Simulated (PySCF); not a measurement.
Static response to an electric field

NbCl5 (singlet state).
Cartesian coordinates in Å at the PBE0-D3(BJ)/def2-SVP level; atoms count from 1:
```
atom  x, y, z in Å
Nb1   -0.0033   -0.0014    0.0002
Cl2   -0.0220   -0.0112    2.3160
Cl3    0.0116    0.0067   -2.3156
Cl4    2.2661    0.0057    0.0196
Cl5   -1.1232    1.9763   -0.0015
Cl6   -1.1293   -1.9762   -0.0187
```

Level: CAM-B3LYP/def2-SVPD (PySCF), static field, nuclei fixed, core orbitals frozen in the response. The polarisability tensor in these axes (au):

```
x   112.07   0.13  -0.11
y     0.13 112.79  -0.06
z    -0.11  -0.06 133.48
```

Q: What are the eigenvalues, a third of the trace, and Δα (Δα² = ½Σ(αi − αj)² over the three pairs)?

A: Principal values 112.05, 112.81 and 133.48 au; mean 119.45 au = 17.70 Å³ = 19.69 × 10⁻⁴⁰ C²·m²/J; Δα = 21.06 au (18 % of the mean).

Q: What is the dipole moment?

A: 0.02 D; point group D3h allows none, and the residue is numerical.

Q: Refractivity n − 1 of an ideal gas of it at 350 K and 1 atm, from the electronic α?

A: N = p/kT = 2.0968 × 10¹⁹ cm⁻³, so n − 1 = 2π × N × 17.70 × 10⁻²⁴ cm³ = 2332 × 10⁻⁶ at long wavelengths, for an ideal gas.

Q: Molar refractivity from α?

A: Lorentz–Lorenz: R = (4π/3)N_A α = 2.5225 cm³/(mol·Å³) × 17.70 Å³ = 44.6 cm³/mol, in the limit of long wavelengths.

Q: In TDDFT the mean static polarisability is Σ f/ω² over all singlet excitations (ω in hartree). How much of it do the 10 lowest give? Their energies (eV) and oscillator strengths: 3.53, 0.0001; 3.61, 0.0075; 3.61, 0.0074; 3.79, 0.0000; 3.90, 0.0001; 3.90, 0.0001; 3.91, 0.0157; 3.92, 0.0162; 4.14, 0.0000; 4.43, 0.0000.

A: They add up to 2.40 au, 2.0 % of the 119.45 au; the largest single term is 0.78 au, from the state at 3.92 eV. Terms in order: 0.01, 0.42, 0.42, 0.00, 0.01, 0.00, 0.76, 0.78, 0.00, 0.00 au. Higher excitations give the rest. The strengths listed sum to 0.047.

Geometry: PBE0-D3(BJ)/def2-SVP; no solvent, vibrations or thermal averaging. Atoms past krypton carry effective core potentials; spin–orbit coupling is left out.
